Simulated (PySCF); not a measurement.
Mo(NH)2(Cl)(Br) (BrClH₂MoN₂), SMILES [NH]=[Mo](=[NH])([Cl])[Br], multiplicity 1.

The structure is a stationary point at PBE-D3(BJ)/def2-SVP. The multiplicity is an assumed one; no other spin state was optimised. The structure was generated by enumeration; whether it is a known compound was not checked. The def2 effective core potentials stand for the cores of Mo; spin–orbit coupling is left out.

Calculation: PBE/def2-TZVP in PySCF.

Symmetry labels are those of the subgroup Cs that the program uses (full group Cs).

### Question
List the valence orbital energies around the gap with their symmetry. (Estimate from the structure and the level; the computed values follow.)

### Answer

```tsv
orbital	symmetry	energy (eV)
HOMO−7	A'	-9.32
HOMO−6	A'	-9.09
HOMO−5	A"	-8.16
HOMO−4	A'	-8.10
HOMO−3	A'	-7.79
HOMO−2	A"	-7.20
HOMO−1	A'	-7.17
HOMO	A"	-6.91
LUMO	A'	-3.63
LUMO+1	A"	-2.92
LUMO+2	A'	-2.71
LUMO+3	A'	-2.51
```
